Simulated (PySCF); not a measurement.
CH5InO2S, SMILES C[S][In]([OH])[OH].

Coordinates come from a PBE0-D3(BJ)/def2-SVP optimisation. The structure was generated by enumeration; whether it is a known compound was not checked. The def2 effective core potentials stand for the cores of In; spin–orbit coupling is left out. The values are those of a single conformer.

All values below come from PBE/def2-TZVP in PySCF.

Symmetry labels are those of the subgroup Cs that the program uses (full group Cs).

Computed valence orbital energies around the gap with their symmetry:
```json
[
 {"orbital": "HOMO−7", "symmetry": "A'", "energy (eV)": "-10.28"},
 {"orbital": "HOMO−6", "symmetry": "A'", "energy (eV)": "-9.21"},
 {"orbital": "HOMO−5", "symmetry": "A'", "energy (eV)": "-8.78"},
 {"orbital": "HOMO−4", "symmetry": "A'", "energy (eV)": "-7.34"},
 {"orbital": "HOMO−3", "symmetry": "A\"", "energy (eV)": "-7.29"},
 {"orbital": "HOMO−2", "symmetry": "A'", "energy (eV)": "-7.01"},
 {"orbital": "HOMO−1", "symmetry": "A\"", "energy (eV)": "-6.82"},
 {"orbital": "HOMO", "symmetry": "A\"", "energy (eV)": "-5.87"},
 {"orbital": "LUMO", "symmetry": "A'", "energy (eV)": "-2.70"},
 {"orbital": "LUMO+1", "symmetry": "A\"", "energy (eV)": "-1.29"},
 {"orbital": "LUMO+2", "symmetry": "A'", "energy (eV)": "-0.71"},
 {"orbital": "LUMO+3", "symmetry": "A'", "energy (eV)": "-0.24"}
]
```
